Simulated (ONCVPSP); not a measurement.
What one change does to a pseudopotential (zinc, ONCV)

ONCVPSP 4.0.1 input, shortened (lines: element, Z, core and valence counts, functional; n l f; lmax; l rc ep ncon nbas qcut; lloc lpopt rc5 dvloc0; l nproj debl; icmod fcfact rcfact), PBE, scalar-relativistic:

```
  Zn 30.00    3    4        4      upf
    1    0    2.00
    2    0    2.00
    2    1    6.00
    3    0    2.00
    3    1    6.00
    3    2   10.00
    4    0    2.00
    2
    0    1.30    0.00    4    9    7.70
    1    1.10    0.00    4    8   11.80
    2    0.70    0.00    3    7   14.50
    2    5    0.70    0.00
    0    2    2.90
    1    1    1.20
    2    0    3.40
    3    5.25    1.35
```

All-electron outer shells of the reference configuration (PBE, scalar-relativistic, ld1.x):

| shell | level (eV) | outermost node (bohr) | outermost maximum (bohr) |
| --- | --- | --- | --- |
| 2p | -1004.03 | – | 0.15 |
| 3s | -129.23 | 0.28 | 0.59 |
| 3p | -83.40 | 0.25 | 0.59 |
| 3d | -10.14 | – | 0.57 |
| 4s | -5.98 | 0.85 | 2.09 |

Change: p: rc 0.74.

Cutoffs: the cutoffs (Ha) at which the residual kinetic energy of the hardest occupied pseudo-wave falls to 1 and 0.1 mHa per electron; they do not see the model core or the augmentation charge, which bear on the density cutoff. Errors are all-electron minus pseudo energies relative to the spin-unpolarised reference configuration.

Predict the effect on cutoff, ghosts and configuration errors.

The potential gets neither clearly harder nor softer (353 Ha and 638 Ha → 353 Ha and 638 Ha); the d channel sets the loose cutoff, while the largest relative change is in p, which becomes harder; the errors of the 4 common tests hardly move; neither file shows a bound ghost.

| quantity | base | changed |
| --- | --- | --- |
| cutoff, loose | 353 Ha | 353 Ha |
| cutoff, tight | 638 Ha | 638 Ha |
| loose cutoff by channel | s 19 Ha, p 50 Ha, d 353 Ha | s 19 Ha, p 61 Ha, d 353 Ha |
| bound ghosts | none | none |
| GHOST(+) flags under 300 eV | s at 240.7 eV | s at 240.7 eV |
| error for 3s2 3p6 3d10 4s1, meV [ΔE 9.89 eV] | -0.6 | -0.6 |
| error for 3s2 3p6 3d10 4s0, meV [ΔE 28.33 eV] | -1.2 | -1.2 |
| error for 3s2 3p6 3d9 4s0, meV [ΔE 68.86 eV] | -27 | -27 |
| error for 3s2 3p5 3d10 4s2, meV [ΔE 92.03 eV] | -9.2 | -9.7 |
| s: phases at 1.32 bohr within 0.05 rad from the reference energy up to (Ha; the scan ends near 5) | to the end of the scan | to the end of the scan |
| d: phases at 0.71 bohr within 0.05 rad from the reference energy up to (Ha; the scan ends near 5) | to the end of the scan | to the end of the scan |
| rms error of d²Exc/dni dnj with the model core, mHa | 1.77 | 1.79 |
